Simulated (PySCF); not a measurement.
C5H7F, SMILES C#C[C@H](F)CC. Coordinates come from a B3LYP-D3(BJ)/def2-SVP optimisation. The structure was generated by enumeration; whether it is a known compound was not checked. The values are those of a single conformer.

Task: Give the equilibrium geometry at B3LYP-D3(BJ)/def2-SVP (PySCF confirms it by a frequency run) as a Z-matrix. (Estimate from the structure and the level; the computed values follow.)

Result: Several could match; the one computed here: 
```
C
H 1 1.1027
H 1 1.1029 2 106.90
C 1 1.5261 2 110.42 3 -120.81
H 4 1.1000 1 110.46 2 -62.48
H 4 1.1005 5 108.22 1 -121.53
H 4 1.1011 5 107.90 6 -116.75
C 1 1.5299 2 106.99 3 115.33
F 8 1.3933 1 108.87 2 61.71
H 8 1.1051 9 106.81 1 118.16
C 8 1.4672 10 108.52 9 -118.10
C 11 1.2103 10 149.53 8 177.54
H 12 1.0739 10 160.63 8 179.32
```
